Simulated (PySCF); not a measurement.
Structure problem from calculated spectra and properties.

Elements present: C, H, N and O. Monoisotopic mass: 115.0997 u.

* NMR, other nuclei: isotropic shieldings of nuclei other than C and H, by class: 116 (1 N), -101 (1 O) ppm [GIAO PBE0/pcSseg-1]
* 1H NMR: chemical shifts (computed TMS as zero) by class: 4.51 (1 H), 1.88 (3 H), 1.39 (9 H) ppm [GIAO PBE0/pcSseg-1]
* 13C NMR: chemical shifts (computed TMS as zero) by class: 169.9 (1 C), 52.0 (1 C), 29.1 (3 C), 25.7 (1 C) ppm [GIAO PBE0/pcSseg-1]
* Dipole: 3.66 D [PBE0/pcSseg-1]
* Rotational structure: rotational constants A, B, C: 3.311, 1.391, 1.256 GHz [GFN2-xTB]

Gas-phase values; electronic properties from PySCF, density fitting. Levels stand in brackets. One conformer (not necessarily the lowest) at the GFN2-xTB geometry, without solvent, vibrations or thermal averaging. NMR values are class means; diastereotopic atoms form classes of their own.

**Question.** Which formula fits the mass and the elements?

**Answer.** C6H13NO (calculated 115.0997). No other formula that holds each of these elements comes within 0.0003 u with a fitting electron parity and a possible valence count.

**Question.** Propose a structure and show how it fits.

**Answer.** Numbering: `[CH3:1][C:2](=[O:3])[NH:4][C:5]([CH3:6])([CH3:7])[CH3:8]`. Its formula, C6H13NO, gives 1 degree of unsaturation: 0 rings and 1 π bond in the structure found. 6 carbons fall into 4 classes; from least to most shielded: amide carbonyl carbon [C2] (169.9 ppm), sp3 carbon bound to nitrogen [C5] (52.0 ppm), methyl carbon [C6/C7/C8] (29.1 ppm, 3 C, up to 5.2 ppm apart in this geometry), methyl carbon next to a carbonyl [C1] (25.7 ppm). Hydrogen classes from least to most shielded: 1 H on an amide nitrogen, N4 (4.51 ppm), 3 H on a methyl carbon next to a carbonyl, C1 (1.88 ppm), 9 H on 3 methyl carbons, C6/C7/C8 (1.39 ppm, a mean of values up to 2.4 ppm apart in this geometry). The other shieldings belong to: 116 ppm, amide nitrogen [N4]; -101 ppm, amide oxygen [O3]. By its constants the optimised geometry is an asymmetric top. Structure: `CC(C)(C)NC(=O)C` (N-tert-butylacetamide). The assignments are read from this structure; whether some other isomer fits the data as well wasn't checked.

Shape of the structure used: `[CH3:1][C:2](=[O:3])[NH:4][C:5]([CH3:6])([CH3:7])[CH3:8]`: C1–C2–N4–C5 -178°, C2–N4–C5–C6 180°.
